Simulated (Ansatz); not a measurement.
```
atom    x (Å)    y (Å)    z (Å)
  Ti  -0.0046   0.0309  -0.0390
  Cl   1.2073   1.2625   1.2724
  Cl   1.2276  -1.1979  -1.2345
  Cl  -1.2497   1.2923  -1.2561
  Cl  -1.2453  -1.2822   1.2117
```

Basis set: 6-31G* (spherical functions). Correlated methods keep 25 orbitals frozen. Charge 0, multiplicity 1.

Computed with Ansatz (development build ahead of 0.2.0); each method stands on the lowest determinant of its kind that the runs found. Restricted open shells among the atoms or ions are ROHF, correlated in semicanonical orbitals with singles.

**Question.** Give the atomization energy at this shape (free ground-state atoms in the same class of orbitals less the molecule, no zero-point energy) of singlet TiCl₄ by RHF-MP2, RHF.

**Answer.**

| method | atomization energy |
| --- | --- |
| RHF-MP2 | 1606.9 kJ/mol |
| RHF | 1011.7 kJ/mol |

Caution: no unrestricted run beside it, a lower state can exist; other spin multiplicities were not run.
